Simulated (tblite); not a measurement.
Species: C2H6FPSi2.
Structure used (GFN2-xTB), in Å, numbered top down from 1:
```
atom  x, y, z in Å
C1    -2.195   -1.548    0.554
C2    -1.760   -0.433    0.438
Si3   -1.017    1.243    0.184
F4    -0.601    1.775    1.650
P5     0.842    1.273   -1.050
Si6    2.050   -0.382   -0.156
H7    -2.591   -2.516    0.677
H8    -2.013    2.191   -0.300
H9     0.300    0.529   -2.081
H10    2.726    0.187    1.006
H11    1.251   -1.545    0.241
H12    3.011   -0.775   -1.188
```

Calculated harmonic vibrations of the isolated species, GFN2-xTB (tblite), most abundant isotopes, no scaling. Against measured fundamentals such values can be off by several per cent, at times by over 20. Modes of hydrogen on phosphorus and silicon can be 10 to 20 % off. One conformer, not necessarily the lowest.

Harmonic wavenumbers (cm⁻¹): 29.1, 70.5, 72.1, 104.1, 145.6, 175.0, 279.1, 293.9, 429.4, 466.5, 498.0, 513.4, 608.3, 628.6, 659.8, 677.5, 686.1, 686.6, 755.1, 758.1, 767.5, 785.6, 815.5, 2203.4, 2238.0, 2254.6, 2283.8, 2289.7, 2330.7, 3355.3.

A = 2168, B = 1265, C = 1016 MHz; mass 135.973 u (most abundant isotopes); point group C1, symmetry number 1.

Task: Zero-point energy?

Result: Half the sum of the wavenumbers: 13930 cm⁻¹ = 39.83 kcal/mol.

Task: Give the ideal-gas entropy at 350 K and 1 bar in the rigid-rotor, harmonic-oscillator model (classical rotation).

Result: Translation 41.46, rotation 29.61, vibration 36.76: S = 107.8 cal/(mol K).

Task: And Cp and H(350 K) − H(0)?

Result: Cp = 40.36 cal/(mol K), of which vibrations give 32.42 (their classical limit is 30 R = 59.6); H(350 K) − H(0) = 9.09 kcal/mol without the zero-point energy, 6.31 from vibrations.

Task: What must be added to the electronic energy to get the Gibbs energy at 350 K and 1 bar?

Result: ZPE + [H(350 K) − H(0)] − T·S = 39.83 + 9.09 − 37.74 = 11.18 kcal/mol.

Task: How do the functions run with temperature in this model?

Result: 
| T (K) | S (cal/(mol K)) | Cp (cal/(mol K)) | H − H(0) (kcal/mol) | G − H(0) (kcal/mol) | ln q(vib) |
| --- | --- | --- | --- | --- | --- |
| 50 | 60.4 | 14.6 | 0.55 | -2.47 | 0.92 |
| 100 | 72.1 | 19.5 | 1.41 | -5.81 | 2.47 |
| 298.15 | 101.6 | 37.2 | 7.08 | -23.22 | 8.06 |
| 373.15 | 110.5 | 41.6 | 10.04 | -31.17 | 10.02 |
| 500 | 123.4 | 46.7 | 15.66 | -46.03 | 13.14 |
| 750 | 143.6 | 53.0 | 28.18 | -79.52 | 18.54 |
| 1000 | 159.5 | 57.1 | 41.98 | -117.47 | 23.15 |

q(vib) and H(0) count from the zero-point level.

Task: Blend soft modes into free rotors: weight 1/[1 + (100 cm⁻¹/ν̃)⁴] for the oscillator and the rest for a rotor with moment μB/(μ + B), μ = h/(8π²ν), B = 10⁻⁴⁴ kg m². What vibrational entropy results?

Result: 32.67 cal/(mol K) in place of 36.76, which changes −T·S at 350 K by +1.43 kcal/mol.

Task: Which modes carry the vibrational entropy at 350 K?

Result: 29.1 cm⁻¹: 6.21; 70.5 cm⁻¹: 4.46; 72.1 cm⁻¹: 4.41; 104.1 cm⁻¹: 3.69; 145.6 cm⁻¹: 3.04; 175.0 cm⁻¹: 2.68 cal/(mol K); the other 24 give 12.28 together.

Hindered rotation and anharmonicity are outside this model. Other conformers, if any are populated, would add a mixing term that is left out. The structure is chiral; the term R ln 2 for an equal mix with its mirror image is left out.
